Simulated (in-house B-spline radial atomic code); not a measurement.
The numbers below are computed, except where a source is named.
C6 from the polarisability at imaginary frequency: Ti⁴⁺

B3LYP (VWN-RPA) linear response of the closed shell [Ne] 3s2 3p6, from an all-electron radial atomic-structure program (B-spline basis); scalar-relativistic (spin-free one-electron X2C), finite nucleus, no spin-orbit coupling.

The dispersion coefficient of two like species is C6 = (3/π) ∫ α(iu)² du from 0 to ∞.

```tsv
u (hartree)	α(iu) (bohr³)
0	1.491
0.335	1.444
0.783	1.268
1.34	0.9892
2.24	0.6316
3.35	0.3855
5.03	0.2156
7.83	0.1098
11.2	0.063
16.8	0.03349
28	0.01479
55.9	0.004517
```

(1) Fit one oscillator, α(iu) = α(0)/(1 + u²/ω²), through u = 2.24 and estimate C6.

(2) How does that compare with the full integral?

Answers

(1) From α(0)/α(iu) − 1 = 1.491/0.6316 − 1 = 1.3607, ω = u/√1.3607 = 1.9203 hartree (52.3 eV). London's formula gives C6 = (3/4) α(0)² ω = 0.75 × 1.491² × 1.9203 = 3.202 hartree·bohr⁶, and the oscillator holds f = α(0) ω² = 5.50 electrons, of a sum of oscillator strengths of 17.9.

(2) The program's quadrature over all excitations gives C6 = 3.238, so the single oscillator is off by -1.1 %. At the last point the fit gives α = 0.00176 against 0.00452: higher excitations, and deeper shells where there are any, keep the true curve higher at large u.
